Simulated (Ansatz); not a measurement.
Consider the formal exchange of groups at a Ge–C bond: `C[CH2][GeH2][CH3]` + CH₃SH → `[CH3][GeH2][CH2]S` + ethane.

Program: Ansatz. Geometries: PBE0-D4/def2-TZVP. ΔE: electronic, gas phase. CCSD(T)/CBS is the MP2 limit (def2-TZVPP, def2-QZVPP) plus CCSD(T) − MP2 in def2-TZVPP, frozen cores. This one scheme is used for every species. For Ge outer-core shells are correlated without core-valence functions, which leaves a few kJ/mol of doubt a bond. Scalar relativity is left out up to krypton. Each species was taken in one conformer, which may not be the lowest.

`C[CH2][GeH2][CH3]`:

```xyz
14

C     1.261   -0.302   -1.315
C     1.266   -0.114    0.196
Ge   -0.485   -0.432    1.022
C    -1.824    0.804    0.310
H     0.567    0.385   -1.805
H     2.251   -0.125   -1.746
H     0.962   -1.318   -1.589
H     1.579    0.902    0.459
H     1.986   -0.790    0.667
H    -0.925   -1.885    0.731
H    -0.384   -0.259    2.553
H    -1.935    0.669   -0.767
H    -1.526    1.836    0.503
H    -2.793    0.630    0.780
```

CH₃SH:

```xyz
6

C     0.222    0.006   -0.438
S    -1.128   -0.339    0.712
H     0.431    1.073   -0.501
H    -0.117   -0.339   -1.415
H     1.125   -0.542   -0.171
H    -0.532    0.142    1.814
```

`[CH3][GeH2][CH2]S`:

Z-matrix (Å, degrees):
```
C
Ge 1 1.948
H 1 1.091 2 109.5
H 1 1.090 2 110.7 3 120.2
H 1 1.091 2 110.2 3 -119.6
C 2 1.966 1 109.8 3 53.5
H 2 1.544 1 110.7 3 -64.7
H 2 1.545 1 111.0 3 174.6
S 6 1.810 2 112.4 1 -61.6
H 6 1.092 2 108.8 1 54.6
H 6 1.091 2 111.7 1 173.2
H 9 1.343 6 97.4 2 -52.0
```

`CC`:

Cartesian coordinates in Å:
```
C -0.196 -0.562 -0.472
C 0.196 0.562 0.472
H -1.056 -1.119 -0.091
H -0.465 -0.178 -1.459
H 0.622 -1.273 -0.607
H 1.056 1.119 0.092
H 0.465 0.178 1.459
H -0.622 1.273 0.607
```

```json
{"species": "`C[CH2][GeH2][CH3]`", "CCSD(T)/CBS(def2) energy (Eh)": "-2196.29761"}
{"species": "CH₃SH", "CCSD(T)/CBS(def2) energy (Eh)": "-438.22835"}
{"species": "`[CH3][GeH2][CH2]S`", "CCSD(T)/CBS(def2) energy (Eh)": "-2554.80905"}
{"species": "`CC`", "CCSD(T)/CBS(def2) energy (Eh)": "-79.71954"}
```

Problem. Work out ΔE.

Solution. ΔE = (-2554.80905) + (-79.71954) − (-2196.29761) − (-438.22835) = -0.00263 Eh = -6.9 kJ/mol.

Largest T1 diagnostic among the species: 0.010.
